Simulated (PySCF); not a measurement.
Run record: geometry optimisation, `C=CBNC`.

Method: PBE0-D3(BJ)/def2-SVP geometry optimisation, gas phase (PySCF 2.14.0). Start geometry: GFN2-xTB. The command runs a driver script over a list of jobs; the input below is this job's line of settings and its coordinates in Å.

Command:
```bash
OMP_NUM_THREADS=1 python probes_run.py task.json out
```

Input:
```
{"job": {"xc": "PBE0", "basis": "def2-SVP", "d3": "d3bj", "grid": 1, "shake": 0.01, "kind": "geom"}, "charge": 0, "multiplicity": 1}
C      2.317190    -0.519760    -0.368550
C      1.633160     0.493160     0.213950
B      0.089360     0.793050     0.061970
N     -0.735980    -0.234480    -0.194060
C     -2.202410    -0.171850    -0.372010
H      3.356250    -0.641160    -0.260360
H      1.811380    -1.202360    -1.022680
H      2.239360     1.181550     0.824820
H     -0.314630     1.890240     0.206020
H     -0.424200    -1.184120    -0.268210
H     -2.531350     0.865750    -0.251620
H     -2.709610    -0.768670     0.397920
H     -2.522690    -0.518210    -1.360440
```

Output:
```
step   0  E = -198.35633780  max force = 0.066072
step   1  E = -198.36314558  max force = 0.008630
step   2  E = -198.36330622  max force = 0.003768
step   3  E = -198.36340473  max force = 0.002026
step   4  E = -198.36342864  max force = 0.000880
step   5  E = -198.36343974  max force = 0.000763
step   6  E = -198.36344140  max force = 0.000159
optimisation converged
```

Energies in Eh; «max force» is the largest Cartesian gradient component in Eh/bohr.

Question: How much energy does the optimisation release, in kcal/mol?

Answer: E(step 0) − E(last step) = 0.007104 Eh, which is 4.5 kcal/mol.

Question: Give the first gradient maximum in eV/Å.

Answer: With 1 Eh/bohr = 51.422 eV/Å, 3.398 eV/Å.

In short: final energy -198.36344 Eh after 6 steps; dipole 1.81 D.

Question: Give the final coordinates.

Answer: 0.081 Å rms from the input after alignment:
```
atom  x, y, z in Å
C1     2.3180   -0.3593   -0.5446
C2     1.6446    0.5192    0.2119
B3     0.0982    0.7484    0.1302
N4    -0.7693   -0.3094   -0.1337
C5    -2.1996   -0.2487   -0.2855
H6     3.4058   -0.4776   -0.4915
H7     1.8068   -0.9930   -1.2800
H8     2.2340    1.1498    0.8912
H9    -0.3850    1.8512    0.2870
H10   -0.3790   -1.2430   -0.2172
H11   -2.5338    0.7913   -0.1714
H12   -2.7223   -0.8585    0.4716
H13   -2.5250   -0.6014   -1.2794
```

Question: Estimate the wall time. Hardware: one thread of an Arm Neoverse N1 (shared host). And the peak memory of the process?

Answer: About 38 s, with 0.44 GiB resident at the peak, the Python interpreter and its libraries included.
Labels such as C1 count atoms from 1, the log's own numbers from 0.
